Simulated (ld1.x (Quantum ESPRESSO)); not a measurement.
**Which change was made? (Ga, TM)**

| Quantity | Value |
| --- | --- |
| Element | Ga (Z = 31) |
| Generator | ld1.x (Quantum ESPRESSO) 7.5 |
| Type | norm-conserving Troullier–Martins (Kleinman–Bylander form) |
| Functional | PBE |
| Relativity | scalar-relativistic |
| Frozen core | [Ar] 3d10 |
| Valence charge | 3 |
| Reference configuration | 4s1 4p2 |
| Partial waves | 4s (bound): rc 1.65 bohr; 4p (bound): rc 1.85 bohr |
| Local potential | all-electron potential smoothed inside 1.45 bohr (lloc = -1) |
| Core correction | none |

Cutoffs, loose and tight: the cutoffs (Ry, on a coarse ladder) from which the occupation-weighted sum of valence levels, in a spherical-Bessel basis at the reference potential, stays within 10 and 1 mRy of its value at 400 Ry. They do not see the model core or the augmentation charge, which bear on the density cutoff. Test errors are all-electron minus pseudo excitation energies from the reference, over the configurations 4s2 4p1; 4s2 4p0; 4s1 4p0; 4s1 4p1; 4s2 4p0.5; 4s2 4p1.3; 4s0 4p3; variants that change the core or the reference have their own tests. The largest error is taken over the tests solved by every variant that gives reliable tests at all, those not shown here included: 4s0 4p3; 4s1 4p0; 4s2 4p0.5; 4s2 4p1; 4s2 4p1.3.

The base gives: outcome: generated; cutoff, loose: 12 Ry; cutoff, tight: 35 Ry; bound ghosts: none; largest test error (meV): +97.

Q: After one change the result is: outcome: generated; cutoff, loose: 12 Ry; cutoff, tight: 35 Ry; bound ghosts: s; largest test error (meV): +1930. Which change was it?
A. all radii scaled by about 0.87 (s 1.44, p 1.60 bohr); local potential all-electron potential smoothed inside 1.26 bohr (lloc = -1)
B. all radii scaled by about 0.76 (s 1.26, p 1.40 bohr); local potential all-electron potential smoothed inside 1.10 bohr (lloc = -1)
C. all radii scaled by about 0.96 (s 1.58, p 1.78 bohr); local potential all-electron potential smoothed inside 1.38 bohr (lloc = -1)
D. all radii scaled by about 1.27 (s 2.10, p 2.36 bohr); local potential all-electron potential smoothed inside 1.84 bohr (lloc = -1)

A: C. The others give: all radii scaled by about 0.76 (s 1.26, p 1.40 bohr); local potential all-electron potential smoothed inside 1.10 bohr (lloc = -1) → outcome: generated; cutoff, loose: 55 Ry; cutoff, tight: 140 Ry; bound ghosts: s; largest test error (meV): +61 | all radii scaled by about 0.87 (s 1.44, p 1.60 bohr); local potential all-electron potential smoothed inside 1.26 bohr (lloc = -1) → outcome: generated; cutoff, loose: 35 Ry; cutoff, tight: 70 Ry; bound ghosts: s; largest test error (meV): +43 | all radii scaled by about 1.27 (s 2.10, p 2.36 bohr); local potential all-electron potential smoothed inside 1.84 bohr (lloc = -1) → outcome: generated; cutoff, loose: 12 Ry; cutoff, tight: 30 Ry; bound ghosts: none; largest test error (meV): +61.
